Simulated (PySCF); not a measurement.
# Worked example: oscillator strength and radiative lifetime

C₄H₄ClF, SMILES C1CC(=C1Cl)F.

Geometry optimised at PBE0-D3(BJ)/def2-SVP.

PySCF with TDDFT-M06-2X/def2-SVPD puts the first singlet state with f over 0.02 at 6.99 eV (vertical), with the transition dipole (-0.384, 1.236, 0.000) in atomic units.

Question: Find the oscillator strength, the wavelength and the radiative lifetime that this transition would have in vacuum if emission retraced absorption.

Answer: 
|μ|² = 1.6752 au, so |μ| = 3.29 D. ΔE = 6.99/27.211 = 0.2569 hartree. f = (2/3) ΔE |μ|² = 0.287 (the program prints 0.287).
λ = 1239.84/6.99 = 177 nm; ν = 56378 cm⁻¹.
Einstein's coefficient A = 0.6670 ν² f s⁻¹ (ν in cm⁻¹) = 6.1e8 s⁻¹, so τ = 1/A = 1.6 ns. This state is S3; the lower singlets have f = 0.000, 0.004. The figure is the radiative limit of this one transition; relaxation, internal conversion, crossing to triplets and a medium change what is measured.
